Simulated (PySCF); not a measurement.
**AlF₃ + BF → AlF + BF₃**

Level: PBE0 in the def2-TZVP basis family, all electrons, no relativity, computed in PySCF with density fitting; open shells unrestricted.

```json
{"species": "AlF₃", "state and structure": "singlet, D3h, Al–F 1.629 Å (×3)", "ZPE (kJ/mol)": "20.3", "H(298 K) − H(0) (kJ/mol)": "14.2", "S° (J/(mol K))": "277.8"}
{"species": "BF", "state and structure": "singlet, C∞v, B–F 1.263 Å", "ZPE (kJ/mol)": "8.5", "H(298 K) − H(0) (kJ/mol)": "8.7", "S° (J/(mol K))": "200.6"}
{"species": "AlF", "state and structure": "singlet, C∞v, Al–F 1.664 Å", "ZPE (kJ/mol)": "4.7", "H(298 K) − H(0) (kJ/mol)": "8.9", "S° (J/(mol K))": "215.2"}
{"species": "BF₃", "state and structure": "singlet, D3h, B–F 1.311 Å (×3)", "ZPE (kJ/mol)": "32.8", "H(298 K) − H(0) (kJ/mol)": "11.7", "S° (J/(mol K))": "254.6"}
```

Q: Is the gas-phase reaction uphill or downhill in electronic energy at this level, and by how much?

A: At PBE0/def2-TZVP, ΔE = -133.8 kJ/mol, downhill. Both ends count: the low oxidation state of boron is very reactive, and aluminium holds its high one more weakly.

Q: Add zero-point, thermal and entropy terms for 298.15 K and 1 bar.

A: ΔZPE = 8.7 and Δ[H(298) − H(0)] = -2.3 kJ/mol give ΔH° = -127.4 kJ/mol. ΔS° = -8.6 J/(mol K), so ΔG° = -127.4 − 298.15 × (-0.0086) = -125 kJ/mol and log₁₀K = 21.9.

Only the bonding shown was studied: isomers, or loss of a ligand pair, can lie lower.
